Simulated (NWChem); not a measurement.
CHF2NOSi; SMILES N#CO[SiH](F)F

```xyz
7

N      0.2331    -2.9529    -0.1244
C     -0.1109    -1.8652     0.0861
O     -0.5193    -0.6755     0.3366
Si    -0.0067     0.7796    -0.3298
F      1.4239     1.1278     0.2843
F     -1.0744     1.8366     0.1982
H      0.0440     0.7095    -1.7923
```
Atoms are numbered in this order, from 1.

All runs: NWChem. Pople sets run with spherical d functions. All runs use the structure optimised with PBE0/def2-SVP. Atomic charges in e: unrestrained fits to the electrostatic potential beside Mulliken populations; buried atoms are poorly determined by the fit.

What does the run give for Hartree-Fock/6-31G*? Quantities: ESP N1; Mulliken N1; ESP C2; Mulliken C2; ESP O3; Mulliken O3; ESP Si4; Mulliken Si4; ESP F5; Mulliken F5; relative RMS misfit of the potential (%).

ESP N1: -0.55
Mulliken N1: -0.37
ESP C2: 0.58
Mulliken C2: 0.59
ESP O3: -0.41
Mulliken O3: -0.73
ESP Si4: 1.20
Mulliken Si4: 1.63
ESP F5: -0.34
Mulliken F5: -0.50
relative RMS misfit of the potential (%): 15
